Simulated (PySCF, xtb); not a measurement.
ReF6, SMILES [F][Re+]([F])([F])([F])([F])[F], charge +1, multiplicity 1.

Harmonic wavenumbers (cm⁻¹) from GFN2-xTB run with xtb at its own minimum, in rising order: 210, 210, 210, 289, 290, 290, 326, 326, 326, 555, 555, 571, 668, 668, 668.

Task: What does B3LYP-D3(BJ)/def2-SVP (PySCF) give at its own minimum? (Estimate from the structure and the level; the computed values follow.)

Result: 142, 142, 142, 260, 260, 260, 341, 341, 341, 745, 745, 798, 798, 798, 798. Paired by order, the mean absolute difference is 89 cm⁻¹ and the zero-point energies are 8.8 and 9.9 kcal/mol.
